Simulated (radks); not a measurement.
Valence configurations of neutral mercury. Method: scalar-relativistic Kohn-Sham, PBE, spin-unpolarised, spherical densities, point nucleus; computed with a radial shooting solver on a logarithmic mesh with Libxc functionals. Energies are relative to [Hg]; eigenvalues in eV.

valence                     E (eV)    e(4f)    e(5d)   e(6p)    e(6s)
[Hg]                         0.000  -95.887   -9.860       -   -6.817
[Xe] 4f14 5d10 6s1.5 6p0.5   2.948  -97.076  -11.021  -1.624   -7.671
[Xe] 4f14 5d10 6s1 6p1       6.039  -98.125  -12.033  -2.078   -8.392
[Xe] 4f14 5d9 6s2 6p1       10.372  -101.56  -14.308  -2.383   -9.271
[Xe] 4f13.5 5d10 6s2 6p0.5  49.463  -104.74  -12.760  -1.768   -8.153
[Xe] 4f13 5d10 6s2 6p1      103.05  -113.70  -15.624  -2.374   -9.364
[Xe] 4f13 5d10 6s1 6p2      110.26  -115.61  -17.426  -3.164  -10.580
[Xe] 4f13 5d9 6s2 6p2       117.90  -119.41  -19.917  -3.485  -11.473
[Xe] 4f13 5d8 6s1 6p4       144.93  -126.74  -25.523  -5.125  -14.308

NIST lists [Hg] as the ground configuration; this level of theory agrees among the configurations tried. The energies are those of spherical spin-averaged densities, not of single terms.
